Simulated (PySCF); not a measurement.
**Polarisability and C₆ of H (hydrogen, neutral)**

1s1, 2S determinant. Computed with PySCF 2.14 in aug-cc-pV5Z (6s5p4d3f2g, 80 functions), with the non-relativistic Hamiltonian (point nucleus). Coupled (time-dependent) response in atomic units; α is the mean over directions.

```json
{"method": "UHF", "mean α (bohr³)": "4.493", "C₆ (like pair)": "6.480", "S(−4)": "26.44"}
```

S(−4) is the Cauchy moment in α(ω) = α(0) + S(−4) ω² + …

Reference α: 4.507 bohr³ (recommended; Schwerdtfeger and Nagle, table of static dipole polarizabilities (2023 update)). Published C₆: 6.499 (Chu and Dalgarno (2004); Tang, Norbeck and Certain (1976)).

α(iu) at UHF:

```csv
u (hartree),α(iu) (bohr³)
0,4.493
0.0500,4.428
0.100,4.244
0.200,3.648
0.300,2.972
0.500,1.901
0.750,1.143
1.00,0.7434
1.50,0.3774
2.00,0.2250
3.00,0.1051
5.00,0.03908
```

A single London oscillator, α(iu) = α/(1 + u²/ω²), gives C₆ = (3/4) ω α². Matching the computed C₆ needs ω = 4 × 6.480 / (3 × 4.493²) = 0.428 hartree.

For a non-relativistic one-electron ion the exact value is 9/(2Z⁴) = 4.500 bohr³; Hartree-Fock is exact here up to the basis.
